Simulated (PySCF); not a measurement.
## Level sweep

Species: dimethylselenide, C₂H₆Se.
Bonds: C1–Se2, Se2–C3. Hydrogens: H4, H5, H6 on C1; H7, H8, H9 on C3.

PySCF, dipoles from the SCF density, polarisabilities from static response with core orbitals frozen. Geometry: PBE0-D3(BJ)/def2-SVP; no solvent, vibrations or thermal averaging. Relativistic effects, spin–orbit coupling among them, are left out although an element past zinc is present.

**Question.** Compare the levels for these properties.

**Answer.** 

```csv
level,μ (D),error (%),α (Å³),anisotropy (Å³)
LDA/def2-SVPD,1.526,+8.2,8.57,2.02
PBE/def2-SVPD,1.480,+5.0,8.50,1.98
B3LYP/def2-SVPD,1.487,+5.4,8.34,2.01
PBE0/def2-SVPD,1.550,+9.9,8.23,1.99
BHandHLYP/def2-SVPD,1.558,+10.5,8.11,2.03
CAM-B3LYP/def2-SVPD,1.518,+7.7,8.21,2.00
wB97X-D/def2-SVPD,1.579,+12.0,8.21,1.97
LC-wPBE/def2-SVPD,1.572,+11.5,7.97,1.94
HF/def2-SVPD,1.718,+21.8,7.95,2.03
```

Reference dipole: 1.410 D (measured, gas; NIST CCCBDB Release 22 (SRD 101), experimental dipoles). The anisotropy is √(½[(α1 − α2)² + (α2 − α3)² + (α3 − α1)²]). For the dipole, the smallest error is 5.0% (PBE/def2-SVPD) and the largest 21.8% (HF/def2-SVPD). The dipole runs from 1.48 D (PBE/def2-SVPD) to 1.72 D (HF/def2-SVPD). In one basis (def2-SVPD) the functionals order the polarisability from HF (lowest) to LDA (highest), a spread of 8%. Measured values can belong to vibrating molecules and may average over conformers; the computed ones are for one fixed geometry.
